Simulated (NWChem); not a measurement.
Si2H3 cation, singlet

```xyz
5

Si     0.0000     0.0000     1.3326
Si     0.0000     0.0000    -1.0754
H      1.2090    -0.7927    -1.4497
H      0.0820     1.4434    -1.4497
H     -1.2910    -0.6507    -1.4497
```
Atoms are numbered in this order, from 1.

Low-valent species are run as closed-shell singlets; no triplet was tried in these runs. Geometry: optimised at PBE0/def2-SVP.

### Question
List the 6 lowest vertical singlet excitations from B3LYP/def2-SVPD, full TDDFT (NWChem).

### Answer
```json
[
 {"state": "S1", "energy (eV)": "1.74", "oscillator strength": "0.001", "leading excitation (squared amplitude)": "HOMO → LUMO+1 (1.01)"},
 {"state": "S2", "energy (eV)": "1.74", "oscillator strength": "0.001", "leading excitation (squared amplitude)": "HOMO → LUMO (1.01)"},
 {"state": "S3", "energy (eV)": "4.22", "oscillator strength": "0.000", "leading excitation (squared amplitude)": "HOMO−2 → LUMO (0.34)"},
 {"state": "S4", "energy (eV)": "4.34", "oscillator strength": "0.004", "leading excitation (squared amplitude)": "HOMO−2 → LUMO+1 (0.30)"},
 {"state": "S5", "energy (eV)": "4.34", "oscillator strength": "0.004", "leading excitation (squared amplitude)": "HOMO−2 → LUMO (0.30)"},
 {"state": "S6", "energy (eV)": "4.78", "oscillator strength": "0.062", "leading excitation (squared amplitude)": "HOMO−2 → LUMO+1 (0.33)"}
]
```
